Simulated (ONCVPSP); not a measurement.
Building the ONCV potential for Sr (Z = 38) (PBE, fully relativistic).

- Element: strontium
- Generator: ONCVPSP 4.0.1
- Type: optimised norm-conserving Vanderbilt (ONCV)
- Functional: PBE
- Relativity: fully relativistic
- Frozen core: [Ar] 3d10
- Valence charge: 10
- Reference configuration: 4s2 4p6 4d0.5 5s1.5
- Partial waves: 4s+5s: rc 1.75 bohr, ncon 4, nbas 8, qcut 6.9 1/bohr, 2 projectors; 4p: rc 1.75 bohr, ncon 3, nbas 7, qcut 3.9 1/bohr, 3 projectors, debl 3.7 Ha; 4d: rc 3.00 bohr, ncon 3, nbas 8, qcut 5.4 1/bohr, 3 projectors, debl 0.3 Ha
- Local potential: polynomial inside 1.40 bohr (lpopt 4, dvloc0 1 Ha)
- Core correction: none

Open shells are filled in proportion to 2j + 1.

All-electron outer shells of the reference configuration (PBE, scalar-relativistic, ld1.x):

```json
{"shell": "3d", "level (eV)": "-127.41", "outermost node (bohr)": "–", "outermost maximum (bohr)": "0.38"}
{"shell": "4s", "level (eV)": "-40.31", "outermost node (bohr)": "0.59", "outermost maximum (bohr)": "1.19"}
{"shell": "4p", "level (eV)": "-22.28", "outermost node (bohr)": "0.61", "outermost maximum (bohr)": "1.33"}
{"shell": "5s", "level (eV)": "-3.37", "outermost node (bohr)": "1.65", "outermost maximum (bohr)": "3.76"}
{"shell": "4d", "level (eV)": "-1.04", "outermost node (bohr)": "0.65", "outermost maximum (bohr)": "2.17"}
```

What the tests gave:

| Item | Value |
| --- | --- |
| Cutoffs needed | 17 Ha and 20 Ha (the cutoffs (Ha) at which the residual kinetic energy of the hardest occupied pseudo-wave falls to 1 and 0.1 mHa per electron) |
| Ghost test | no bound ghost flagged; no localised positive-energy state flagged |
| Configuration tests | 1 of 4 tests not solved or not reliable |

Generation and tests took about 6.5 s on one core of a shared server CPU.
